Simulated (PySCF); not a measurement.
Se(H)(SH) (H2SSe), SMILES S[SeH]. Atoms are numbered in the order given.

```xyz
4

Se     0.1958    -0.5645     0.3962
H     -0.2954    -1.5660    -0.5680
S     -0.3011     1.2097    -0.7870
H     -1.5437     1.4039    -0.3099
```
Charge 0, spin multiplicity 1.

Geometry optimised at PBE0-D3(BJ)/def2-TZVP.

Method: PBE0/pcSseg-2 in PySCF.

GIAO shieldings, no solvent; atoms alike by connectivity are averaged. δ = σ(ref) − σ: ⁷⁷Se against Me2Se (σ = 1739.2 ppm); ¹H against TMS (σ = 31.54 ppm); ³³S against H2S (σ = 711.3 ppm), references at their B3LYP-D3(BJ)/def2-TZVP geometries, non-relativistic.

```csv
atoms,nucleus,count,δ (ppm)
Se1,⁷⁷Se,1,-12.6
H2,¹H,1,3.78
H4,¹H,1,(withheld)
S3,³³S,1,(withheld)
```

Some entries are withheld; supply them. (The exact figures need the calculation; the answer reports its results.)


- H4, δ (ppm): 2.81
- S3, δ (ppm): 65.7
